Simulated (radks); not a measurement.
The numbers below are computed, except where a source is named.
Task: Species: Ti17+. Configuration: [He] 2s2 2p1 (the NIST ground configuration). Code: a radial shooting solver on a logarithmic mesh with Libxc functionals. Model: Dirac Kohn-Sham, PBEsol, spin-unpolarised, spherical densities, point nucleus; open shells fill j = l - 1/2 first. Some entries of the table are withheld. Estimate them.

orbital  occ.  eigenvalue (hartree)  r(max) (bohr)  <1/r> (bohr^-1)
1s1/2       2                   (1)        0.04550            21.87
2s1/2       2             -45.11301         0.2531            5.068
2p1/2       1             -43.11046         0.1999            5.006
2p3/2       0             -42.82893         0.2017            4.945
3s1/2       0             -18.53005         0.6657            2.129
3p1/2       0                   (2)         0.6303            2.103
3p3/2       0                   (3)         0.6334            2.086
3d3/2       0             -17.19706         0.4896            2.044
3d5/2       0             -17.17728         0.4905            2.039

Result: 
(1) 1s1/2 eigenvalue (hartree): -211.4286
(2) 3p1/2 eigenvalue (hartree): -17.90104
(3) 3p3/2 eigenvalue (hartree): -17.82541
